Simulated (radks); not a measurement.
The numbers below are computed, except where a source is named.
Mn16+, configuration [He] 2s2 2p5. Code: a radial shooting solver on a logarithmic mesh with Libxc functionals. Model: non-relativistic Kohn-Sham, TPSS, spin-polarised, spherical densities, point nucleus; open shells are filled with parallel spins first; meta-GGA in the generalised Kohn-Sham scheme.

Normalised radial functions P(r) = r R(r), r in bohr:

r         2s down   2p up
0.004378   0.2973  0.0089
0.006127   0.3977  0.0171
0.008505   0.5188  0.0320
0.0119     0.6634  0.0600
0.01652    0.8117  0.1093
0.02312    0.9408  0.1975
0.03209    0.9917  0.3414
0.04491    0.8854  0.5734
0.06284    0.5271  0.9085
0.08724   -0.1107  1.3192
0.1221    -0.9701  1.7413
0.1695    -1.7288  1.9892
0.2371    -2.0188  1.8823
0.3292    -1.6448  1.3895
0.4606    -0.8772  0.7154
0.6446    -0.2731  0.2260
0.8948    -0.0432  0.0379
1.252     -0.0024  0.0024
1.738     0.0000  0.0000

2s down: eigenvalue -1274.4 eV, 1 radial node at r = 0.0831 bohr, <r> = 0.274 bohr, 90 % of the charge inside 0.421 bohr. 2p up: eigenvalue -1186.8 eV, 0 radial nodes, <r> = 0.238 bohr, 90 % of the charge inside 0.387 bohr.
